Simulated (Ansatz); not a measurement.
Relaxation of W₂F₄ with RKS r2SCAN-D4/def2-SVP.

```sh
$ ansatz run in.yaml --threads 2 --pin off --events-out ev --progress --plain --max-ram 32768MiB --backend cpu
```

```yaml
crystal:
  periodic: [false, false, false]
  atoms:
    - {symbol: W, position_ang: [0.929290, 0.845940, 0.393760]}
    - {symbol: W, position_ang: [-0.270470, -1.260230, -0.274990]}
    - {symbol: F, position_ang: [0.732680, 0.774330, 2.178580]}
    - {symbol: F, position_ang: [-1.176310, -0.634740, -1.830790]}
    - {symbol: F, position_ang: [1.672490, 1.308540, -1.174980]}
    - {symbol: F, position_ang: [-1.887680, -1.033830, 0.708420]}
basis:
  gaussian: {orbitals: def2-SVP}
hamiltonian: {xc: r2scan, dispersion: d4}
scf: {lower_state_search: "off"}
output: {orbitals: {seedname: orbitals}}
relax: {f_tol: 0.02, max_steps: 100}
```

Run time 34 s (2 threads of AMD EPYC 7R13 on a shared host).

Positions (Å) and forces (eV/Å) at steps 1, 2, 3, 4, 5, 6, 7, 10 of 10:

```xyz
6
step=1 energy=-14509.3222 eV
W     0.929    0.846    0.394   -3.106   -5.570   -1.725
W    -0.270   -1.260   -0.275   -0.137    5.549    0.841
F     0.733    0.774    2.179   -0.055    0.331    2.877
F    -1.176   -0.635   -1.831    0.900   -0.758    0.323
F     1.672    1.309   -1.175    1.394    1.153   -2.288
F    -1.888   -1.034    0.708    1.004   -0.706   -0.027
6
step=2 energy=-14510.4730 eV
W     0.875    0.664    0.350    1.523    2.981    0.907
W    -0.255   -1.070   -0.241   -3.157   -2.550   -1.285
F     0.724    0.788    2.204   -0.214   -0.291    0.704
F    -1.148   -0.653   -1.850    0.951    0.033   -0.235
F     1.676    1.329   -1.196    0.199   -0.058   -0.771
F    -1.872   -1.059    0.733    0.697   -0.114    0.680
6
step=3 energy=-14510.9501 eV
W     0.851    0.723    0.353   -0.307   -0.243   -0.127
W    -0.347   -1.058   -0.265   -0.908    0.780   -0.132
F     0.693    0.738    2.235    0.011   -0.106   -0.102
F    -1.031   -0.621   -1.971    0.605   -0.156    0.204
F     1.669    1.291   -1.252   -0.035   -0.133    0.060
F    -1.835   -1.074    0.900    0.634   -0.141    0.096
6
step=4 energy=-14511.1523 eV
W     0.781    0.747    0.337   -0.393   -0.311   -0.163
W    -0.454   -0.986   -0.283   -0.504    0.706   -0.031
F     0.668    0.679    2.229    0.070   -0.059   -0.198
F    -0.876   -0.586   -2.094    0.311   -0.176    0.539
F     1.650    1.235   -1.277   -0.037   -0.120    0.182
F    -1.768   -1.089    1.088    0.553   -0.039   -0.329
6
step=5 energy=-14511.2394 eV
W     0.637    0.885    0.319   -0.366   -0.248   -0.140
W    -0.519   -0.876   -0.284    0.161    0.006    0.052
F     0.709    0.586    2.176    0.153    0.079    0.282
F    -0.790   -0.601   -2.116   -0.013    0.063   -0.376
F     1.666    1.125   -1.240    0.270    0.146   -0.131
F    -1.703   -1.118    1.145   -0.205   -0.046    0.313
6
step=6 energy=-14511.2675 eV
W     0.587    0.875    0.303    0.031   -0.011    0.005
W    -0.579   -0.878   -0.302   -0.038    0.011   -0.006
F     0.751    0.601    2.167    0.027    0.029   -0.098
F    -0.756   -0.600   -2.162   -0.021   -0.027    0.083
F     1.695    1.134   -1.206   -0.025    0.001    0.100
F    -1.698   -1.132    1.200    0.025   -0.002   -0.085
6
step=7 energy=-14511.2699 eV
W     0.580    0.881    0.302   -0.034   -0.019   -0.012
W    -0.580   -0.881   -0.302    0.034    0.020    0.012
F     0.771    0.610    2.159    0.009   -0.001    0.013
F    -0.771   -0.609   -2.159   -0.009    0.001   -0.013
F     1.708    1.139   -1.187    0.015    0.002   -0.007
F    -1.708   -1.139    1.187   -0.014   -0.002    0.007
6
step=10 energy=-14511.2700 eV
W     0.577    0.882    0.301    0.002   -0.001    0.000
W    -0.577   -0.883   -0.301   -0.003    0.005    0.000
F     0.774    0.611    2.158    0.000    0.000    0.002
F    -0.774   -0.611   -2.158    0.000   -0.003    0.001
F     1.711    1.140   -1.184    0.001    0.001   -0.002
F    -1.711   -1.140    1.185    0.000   -0.003   -0.001
```

In the def2 sets W takes a core potential; there is no spin–orbit coupling. The restricted singlet is unstable towards broken spin symmetry at other levels; at r2SCAN-D4/def2-SVP this wasn't settled. At r2SCAN-D4/def2-SVP a triplet of charge 0 lies 0.30 eV below the restricted singlet, each at its own geometry. The structure comes from a short search, and lower isomers may exist.
